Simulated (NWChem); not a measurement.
# SiNH$_{3}$OF$_{2}$; SMILES N[Si](O)(F)F

```xyz
8

N      0.4613    -1.6101     0.1410
Si     0.0165     0.0184     0.0792
O      1.3830     0.9180    -0.0236
F     -0.8682     0.3409     1.3741
F     -0.9303     0.4527    -1.1474
H      1.2324    -1.9742    -0.4000
H     -0.1426    -2.3283     0.5142
H      1.2890     1.7720    -0.4680
```
Atoms are numbered in this order, from 1.

Geometry: optimised at B3LYP/6-31G* (spherical d).

Problem. Give the principal values of the shielding tensors (ppm) of N1, Si2, O3, F4, F5 from BHandHLYP/pcSseg-1, GIAO (NWChem), with their diamagnetic and paramagnetic parts as GIAO splits them.

Solution. 
```tsv
atom	σ11	σ22	σ33	isotropic	diamagnetic	paramagnetic
N1	219.3	255.0	280.4	251.5	319.9	-68.4
Si2	406.2	416.3	473.9	432.1	879.0	-446.9
O3	270.7	277.6	333.4	293.9	389.9	-96.0
F4	303.8	310.4	415.6	343.3	471.7	-128.4
F5	290.6	302.5	404.9	332.7	472.3	-139.6
```
